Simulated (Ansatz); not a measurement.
Relaxation of GaH$_{3}$O$_{2}$ (6 atoms, charge 0, multiplicity 1), to a largest force component of 0.02 eV/Å in at most 40 steps.

Computed with RHF/def2-mTZVP in Ansatz 0.2.0.

```xyz
6
Properties=species:S:1:pos:R:3:forces:R:3
Ga 0.000 0.000 0.000 0.04 0.29 0.18
H 0.000 0.000 1.570 -0.01 0.00 -0.06
O 1.550 0.000 -0.895 0.52 -3.10 -0.35
H 1.850 -0.952 -1.050 -0.61 2.98 0.26
O -1.550 0.000 -0.895 -1.13 -2.90 0.69
H -2.060 -0.847 -0.686 1.20 2.73 -0.72
```

Task: Where does it end, and by what steps?

Result: The run converged. After 7 steps the energy has fallen by 0.655 eV; H4 moved furthest, 0.62 Å.

```csv
step,energy less start (eV),largest force component (eV/Å),accepted
0,0.0000,3.102,yes
1,-0.1730,2.443,yes
2,-0.3530,1.201,yes
3,-0.4779,0.917,yes
4,-0.6178,0.457,yes
5,-0.6541,0.109,yes
6,-0.6550,0.032,yes
7,-0.6551,0.007,yes
```

```xyz
6
Properties=species:S:1:pos:R:3
Ga 0.044 -0.172 0.143
H -0.130 0.219 1.640
O 1.649 -0.309 -0.585
H 1.691 -0.550 -1.497
O -1.286 -0.517 -0.981
H -2.178 -0.468 -0.676
```

Whether the end is a true minimum wasn't checked by a vibrational analysis.

Run time: 18 s on 1 thread of Intel(R) Xeon(R) CPU @ 2.60GHz (Ice Lake), on a shared host, peak memory 0.19 GiB.
